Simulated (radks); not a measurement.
Removal energies from the chromium ion Cr7+, [Ne] 3s2 3p5, by Delta-SCF beside the eigenvalue of the level emptied. All-electron calculation, scalar-relativistic Kohn-Sham, LDA (Slater exchange, Perdew-Wang correlation), spin-polarised, spherical densities, finite nucleus; Fermi nuclear charge, rms radius of each element as measured or else 0.836 A^(1/3) + 0.57 fm. Program: a radial shooting solver on a logarithmic mesh with Libxc functionals. Open shells are filled with parallel spins first.

removed from	final configuration	Delta-SCF (eV)	-eigenvalue (eV)
3p	[Ne] 3s2 3p4	184.87	172.63
3s	[Ne] 3s1 3p5	214.94	202.51
2p	[He] 2s2 2p5 3s2 3p5	743.88	708.72
2s	[He] 2s1 2p6 3s2 3p5	844.85	813.87
